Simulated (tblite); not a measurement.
Compound: C₇H₅ClN (doublet state).
Numbering: `[N:1]#[C:2][CH2:3][C:4]1=[C:5][CH:6]=[CH:7][C@@H:8]1[Cl:9]` (hydrogens: H10, H11 on C3; H12 on C6; H13 on C7; H14 on C8)

Cartesian coordinates in Å at the GFN2-xTB level; atoms count from 1:
```xyz
14
C7H5ClN angstrom
N     -2.9270    1.4120   -0.8575
C     -2.4074    0.5040   -0.3982
C     -1.7092   -0.6215    0.1780
C     -0.2469   -0.4951   -0.0851
C      0.5996   -1.2300   -0.7878
C      1.9540   -0.7356   -0.7463
C      1.9579    0.3872   -0.0151
C      0.5625    0.6870    0.4483
Cl     0.4515    0.8232    2.2196
H     -2.0964   -1.5453   -0.2580
H     -1.8981   -0.6234    1.2577
H      2.7884   -1.2044   -1.2315
H      2.7929    1.0192    0.2220
H      0.1776    1.6224    0.0318
```

Computed with GFN2-xTB (tblite): harmonic, unscaled wavenumbers at the GFN2-xTB geometry, gas phase. This tight-binding method is rough: wavenumbers can miss measured ones by several per cent, in bad cases by 10 to 20. One conformer, not necessarily the lowest. Open shells enter through the occupations alone, without spin polarisation, and single modes of such species can be off by tens of per cent.

Harmonic wavenumbers (cm⁻¹): 29.5, 95.0, 117.3, 162.0, 273.7, 325.4, 373.2, 434.2, 458.9, 522.0, 665.2, 697.1, 750.8, 775.5, 858.4, 864.5, 900.8, 984.2, 997.1, 1068.7, 1090.5, 1114.1, 1125.5, 1148.2, 1174.6, 1251.0, 1276.2, 1394.0, 1558.7, 1670.4, 2413.2, 2923.2, 2931.8, 2981.8, 3140.6, 3159.4.

A = 1934, B = 1178, C = 863.0 MHz; mass 138.011 u (most abundant isotopes); point group C1, symmetry number 1; spin multiplicity 2.

Q: Zero-point energy?

A: Half the sum of the wavenumbers: 20853 cm⁻¹ = 59.62 kcal/mol.

Q: Give the ideal-gas entropy at 400 K and 1 bar in the rigid-rotor, harmonic-oscillator model (classical rotation).

A: Translation 42.16, rotation 30.36, vibration 31.73, spin (R ln 2) 1.38: S = 105.6 cal/(mol K).

Q: And Cp and H(400 K) − H(0)?

A: Cp = 40.04 cal/(mol K), of which vibrations give 32.09 (their classical limit is 36 R = 71.5); H(400 K) − H(0) = 9.65 kcal/mol without the zero-point energy, 6.47 from vibrations.

Q: Blend soft modes into free rotors: weight 1/[1 + (100 cm⁻¹/ν̃)⁴] for the oscillator and the rest for a rotor with moment μB/(μ + B), μ = h/(8π²ν), B = 10⁻⁴⁴ kg m². What vibrational entropy results?

A: 28.84 cal/(mol K) in place of 31.73, which changes −T·S at 400 K by +1.15 kcal/mol.

Q: What must be added to the electronic energy to get the Gibbs energy at 400 K and 1 bar?

A: ZPE + [H(400 K) − H(0)] − T·S = 59.62 + 9.65 − 42.25 = 27.02 kcal/mol.

Hindered rotation and anharmonicity are outside this model. Other conformers, if any are populated, would add a mixing term that is left out. The structure is chiral; the term R ln 2 for an equal mix with its mirror image is left out.
